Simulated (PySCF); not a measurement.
C2H3BN2O. Atoms are numbered in the order given.

```xyz
9

O      0.1528     2.0734     0.0000
B      0.0391     0.7437     0.0000
C      1.2079    -0.3644     0.0000
N      0.6395    -1.5142     0.0000
C     -0.7950    -1.2328     0.0000
N     -1.2160    -0.0305     0.0000
H     -0.7123     2.5043     0.0000
H      2.3030    -0.2982     0.0000
H     -1.4508    -2.1156     0.0000
```
Charge 0, spin multiplicity 1.

The structure is a stationary point at PBE0-D3(BJ)/def2-SVP. The structure was generated by enumeration, and PubChem lists no compound with its InChIKey, so it may never have been made. Other conformers were not sampled.

Level of theory: PBE/def2-TZVP in PySCF.

Symmetry labels are those of the subgroup Cs that the program uses (full group Cs).

Q: List the valence orbital energies around the gap with their symmetry. (The exact figures need the calculation; the answer reports its results.)

A: 
```csv
orbital,symmetry,energy (eV)
HOMO−7,A',-11.68
HOMO−6,A",-10.61
HOMO−5,A',-9.96
HOMO−4,A",-9.34
HOMO−3,A',-9.32
HOMO−2,A",-7.38
HOMO−1,A',-6.78
HOMO,A',-6.13
LUMO,A",-4.01
LUMO+1,A",-0.27
LUMO+2,A',-0.11
LUMO+3,A",1.14
```
